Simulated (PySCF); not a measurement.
Species: C₄H₈Si (charge +1 and doublet state).
Numbering: `[SiH3:1][C+:2]1[CH:3][CH2:4][CH2:5]1` (hydrogens: H6, H7, H8 on Si1; H9 on C3; H10, H11 on C4; H12, H13 on C5)

Cartesian coordinates in Å at the GFN2-xTB level; atoms count from 1:
```xyz
13
C4H8Si angstrom
Si     2.1774    0.0142    0.1925
C      0.2522    0.0213   -0.1937
C     -0.5094   -0.7765   -0.9330
C     -1.7195   -0.2780   -0.1732
C     -0.8196    0.7506    0.5538
H      2.6769   -1.0276   -0.6976
H      2.2968   -0.2486    1.6216
H      2.3961    1.4157   -0.1939
H     -0.3859   -1.5051   -1.7076
H     -2.4450    0.1875   -0.8437
H     -2.1812   -1.0218    0.4712
H     -0.7604    0.6887    1.6373
H     -0.9827    1.7800    0.2485
```

The calculation used UKS B3LYP, pcH-1 on C H Si, non-relativistic, mean-field spin-orbit, GIAO (PySCF 2.14.0). Geometry: GFN2-xTB; no solvent, vibrations or thermal averaging. The geometry wasn't refined by DFT: couplings that depend on bond lengths, twists or pyramidal angles can differ widely from those at the functional's own minimum, by a factor of two or more for some ions and for spin on atoms past the first row. The SCF solution wasn't tested for stability.

(1) Give the principal g shifts and their parts.

(2) What effective moment and Curie constant follow for a powder?

(3) What are the electron Larmor frequencies g μB B/h along the three axes at 3350 mT?

(4) At 9.751 GHz, how far is the centre of the isotropic spectrum from where a free electron (g = 2.002319) resonates?

(5) In a frozen sample, at which fields do the three g values resonate at 9.5, 34, 94 and 263 GHz (hyperfine left aside), and which band first spreads them over more than twice a line width of 1.0 mT?

## Answers

(1) 
| Δg (ppm) | 1 | 2 | 3 |
| --- | --- | --- | --- |
| relativistic mass correction | -153 | -153 | -153 |
| gauge correction | 11 | 20 | 16 |
| orbital Zeeman/spin–orbit | 243 | 1411 | 1498 |
| total | 101 | 1278 | 1361 |

So g = 2.00242, 2.00360, 2.00368 and g_iso = 2.00323; the tensor is close to axial: the two nearest values differ by 7 % of g3 − g1. 

(2) With the mean of g² = 4.0129 and S(S+1) = 0.75: μ_eff = √(⟨g²⟩S(S+1)) = 1.735 μB and χT = 0.12505·⟨g²⟩·S(S+1) = 0.376 cm³ K/mol (cgs; spin-Hamiltonian part alone).

(3) 93.8883, 93.9435, 93.9474 GHz for g1, g2 and g3, a range of 59.1 MHz.

(4) B = hν/(g μB) with μB/h = 13.99624 MHz/mT gives 347.94 mT for the free electron and 347.78 mT at g_iso, 0.16 mT lower.

(5) 
```tsv
band	GHz	B(g3) mT	B(g2) mT	B(g1) mT	spread mT
X	9.5	338.75	338.77	338.97	0.21
Q	34.0	1212.38	1212.43	1213.14	0.76
W	94.0	3351.88	3352.02	3353.98	2.11
J	263.0	9378.12	9378.51	9384.02	5.90
```

The spread grows in proportion to the frequency. W band is the first where it exceeds 2.0 mT.

The largest Mulliken spin populations are on C2 (+0.35), C3 (+0.33), H10 (+0.08) and Si1 (+0.06).

The HOMO–LUMO gaps are 6.73 eV among the α and 2.78 eV among the β orbitals.
